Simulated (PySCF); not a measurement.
Compound: C6H7NS.
Structure used (GFN2-xTB), in Å, numbered top down from 1:
```
atom  x, y, z in Å
N1    -3.011    2.136   -0.429
C2    -2.595    1.072   -0.405
C3    -2.066   -0.268   -0.380
C4    -0.571   -0.276   -0.268
C5     0.244    0.725    0.038
C6     1.699    0.380    0.141
C7     1.891   -1.001   -0.488
S8     0.253   -1.816   -0.546
H9    -2.503   -0.804    0.471
H10   -2.373   -0.787   -1.294
H11   -0.095    1.726    0.244
H12    1.992    0.370    1.196
H13    2.319    1.122   -0.367
H14    2.244   -0.931   -1.518
H15    2.566   -1.640    0.077
```

The closed-shell SCF was solved with PySCF and density fitting under several settings on one GFN2-xTB geometry (grid level 2 and gas phase unless stated).

```json
{"settings": "PBE0/pcSseg-1", "basis functions": "178", "SCF cycles": "14", "E (Eh)": "-685.2257", "HOMO (eV)": "-6.26", "LUMO (eV)": "-0.05", "dipole (D)": "3.45"}
{"settings": "BP86/pcSseg-1", "basis functions": "178", "SCF cycles": "16", "E (Eh)": "-685.7533", "HOMO (eV)": "-5.26", "LUMO (eV)": "-1.11", "dipole (D)": "3.46"}
{"settings": "BHandHLYP/pcSseg-1, start guess atom", "basis functions": "178", "SCF cycles": "12", "E (Eh)": "-685.5214", "HOMO (eV)": "-7.21", "LUMO (eV)": "1.09", "dipole (D)": "3.48"}
```

Problem. Estimate the row for these settings: LC-wPBE/pcSseg-1.

Solution. 
```
        settings  basis functions  SCF cycles     E (Eh)  HOMO (eV)  LUMO (eV)  dipole (D)
LC-wPBE/pcSseg-1              178          14  -685.3971      -8.86       2.23        3.37
```

Problem. Over all rows, what range does the HOMO–LUMO gap span?

Solution. From 4.15 eV (BP86/pcSseg-1) to 11.09 eV (LC-wPBE/pcSseg-1). The functional of the narrowest has no exact exchange, that of the widest range-separated exact exchange.

Problem. And the dipole moment?

Solution. From 3.37 D (LC-wPBE/pcSseg-1) to 3.48 D (BHandHLYP/pcSseg-1, start guess atom); the largest is 1.03 times the smallest, and the median is 3.46 D.

Whole jobs, the steps after the SCF included, on an Intel Xeon Platinum 8488C with one thread, shared host:

| settings | work after the SCF | wall time | peak memory |
| --- | --- | --- | --- |
| PBE0/pcSseg-1 | shieldings, ring-centre shieldings, charges and field gradients | 23 s | 0.84 GiB |
| BP86/pcSseg-1 | shieldings, ring-centre shieldings, charges and field gradients | 34 s | 0.70 GiB |
| BHandHLYP/pcSseg-1, start guess atom | shieldings, ring-centre shieldings | 23 s | 0.82 GiB |
| LC-wPBE/pcSseg-1 | shieldings, ring-centre shieldings | 37 s | 0.84 GiB |

Cycle counts include a coarse-grid stage where the run had one.

One conformer stands for the species.
